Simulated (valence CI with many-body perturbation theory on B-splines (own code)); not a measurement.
## Hyperfine factors and g values of Ba40+

Calculated by valence CI with perturbative core correlation (CI+MBPT): six valence electrons over a frozen Dirac-Fock core [Ne], radial functions for each j: 9 s, 9 p, 8 d, 6 f, 3 g, 1 h, with the one-electron correlation potential Σ1 (screened to all orders), the two-electron term Σ2, the three-electron term Σ3, Breit, model QED; selected single and double excitations, second order for the rest, scaled by the run's own slope (own B-spline code, finite nucleus).

No measured spectrum was set against this ion. As an estimate, large intervals hold to a few tenths of a per cent, small ones and those within an open d or f shell to about a per cent. Among the levels kept, up to 1100 cm⁻¹ of a level comes from second order outside the variational space, and about a tenth of that is noise between levels of different J, which matters for small intervals.

A/g_I is the dipole constant over the nuclear g factor μ/I (μ in nuclear magnetons, uniformly magnetised nucleus), B/Q the quadrupole constant per barn. Both hold the static response of the core; the bare values leave it out. Large factors of s and p1/2 electrons are usually good to 5 to 10 %; those of open d and f shells near neutrality can be off by tens of per cent, and small factors of p3/2, d and f electrons come from cancelling terms and can be off by a factor of two or in sign, in half-filled shells by more. B is blank for J = 1/2, where it vanishes, and for nearly pure S terms. Energies count from the lowest level. Levels with J = 0 are left out.

Levels are named by their leading jj configuration (3d3/2^4 stands for four electrons in 3d with j = 3/2), which in mixed levels can hold well under half, so a name can repeat and another be missing. Letters in brackets count levels of one name in rising energy.

```
                             Level  E (eV)      g  A/g_I (MHz)  A/g_I bare  B/Q (MHz/b)  B/Q bare
        (3s^2 3p1/2^2 3p3/2^2) J=2    0.00  1.351        76500       76300        23500     23100
          (3s^2 3p1/2 3p3/2^3) J=1   90.34  1.495       -30800      -28100       -73600    -72400
          (3s^2 3p1/2 3p3/2^3) J=2   97.52  1.136       188000      185000      -171000   -168000
    (3s^2 3p1/2^2 3p3/2 3d3/2) J=2  162.74  1.061        61200       61600         -411      -290
    (3s^2 3p1/2^2 3p3/2 3d3/2) J=1  166.78  1.177        40500       41800       -53700    -53400
    (3s^2 3p1/2^2 3p3/2 3d3/2) J=3  168.29  1.152        53800       54600       122000    121000
    (3s^2 3p1/2^2 3p3/2 3d5/2) J=2  184.85  1.313       109000      108000      -103000   -101000
    (3s^2 3p1/2^2 3p3/2 3d5/2) J=4  187.10  1.281        36100       37100       136000    135000
    (3s^2 3p1/2^2 3p3/2 3d5/2) J=3  204.13  1.150        36600       37200        33400     34200
    (3s^2 3p1/2^2 3p3/2 3d5/2) J=1  209.21  1.101       -50200      -47100         6830      7100
          (3s 3p1/2^2 3p3/2^3) J=2  215.34  1.425       306000      300000      -122000   -120000
          (3s 3p1/2^2 3p3/2^3) J=1  228.50  1.110      -166000     -160000       -27200    -26700
(3s^2 3p1/2 3p3/2^2 3d3/2) J=2 [a]  247.44  1.018       113000      112000       -94700    -93300
(3s^2 3p1/2 3p3/2^2 3d3/2) J=1 [a]  248.38  0.938       140000      137000       -29200    -29000
(3s^2 3p1/2 3p3/2^2 3d3/2) J=3 [a]  252.65  1.104       110000      109000       -24100    -23500
    (3s^2 3p1/2 3p3/2^2 3d3/2) J=4  259.73  1.065       117000      116000        21400     22200
(3s^2 3p1/2 3p3/2^2 3d3/2) J=2 [b]  267.82  0.865       144000      142000        80700     80300
(3s^2 3p1/2 3p3/2^2 3d5/2) J=3 [a]  268.06  1.336       -13900      -11600        33900     33900
(3s^2 3p1/2 3p3/2^2 3d5/2) J=4 [a]  269.83  1.278         4260        5920        79700     80000
(3s^2 3p1/2 3p3/2^2 3d5/2) J=1 [a]  274.92  0.956       296000      290000         7640      7550
(3s^2 3p1/2 3p3/2^2 3d5/2) J=4 [b]  278.04  1.176        95300       94500        -4920     -3890
(3s^2 3p1/2 3p3/2^2 3d3/2) J=3 [b]  280.66  1.172        29700       30800        13800     14400
    (3s^2 3p1/2 3p3/2^2 3d5/2) J=5  280.70  1.194        90600       90000        32900     34100
(3s^2 3p1/2 3p3/2^2 3d3/2) J=2 [c]  282.48  1.278       116000      115000         9090      8290
(3s^2 3p1/2 3p3/2^2 3d3/2) J=1 [b]  284.13  1.624       113000      113000        33300     32800
(3s^2 3p1/2 3p3/2^2 3d5/2) J=2 [a]  292.95  1.254       -51000      -47900       122000    121000
(3s^2 3p1/2 3p3/2^2 3d3/2) J=1 [c]  294.33  1.019       -84200      -79800       -32900    -31900
(3s^2 3p1/2 3p3/2^2 3d5/2) J=3 [b]  298.08  1.128       101000      100000       135000    134000
(3s^2 3p1/2 3p3/2^2 3d5/2) J=2 [b]  300.33  1.067        86300       85700        27000     27100
(3s^2 3p1/2 3p3/2^2 3d5/2) J=1 [b]  304.67  1.047       -37600      -35200        18900     18700
(3s^2 3p1/2 3p3/2^2 3d5/2) J=3 [c]  305.62  1.052       112000      111000       -84900    -82700
(3s^2 3p1/2 3p3/2^2 3d5/2) J=2 [c]  312.03  1.204        29400       30200      -111000   -109000
```

Take the isotope of mass number 137, with I = 3/2, μ = 0.9375 μN and Q = 0.236 b. What is the hyperfine structure of (3s^2 3p1/2^2 3p3/2 3d5/2) J=4?

From the table A = 22600 MHz, B = 32000 MHz. Shifts from the centre of gravity in MHz: F = 5/2: -154000, F = 7/2: -96700, F = 9/2: -2700, F = 11/2: 144000.
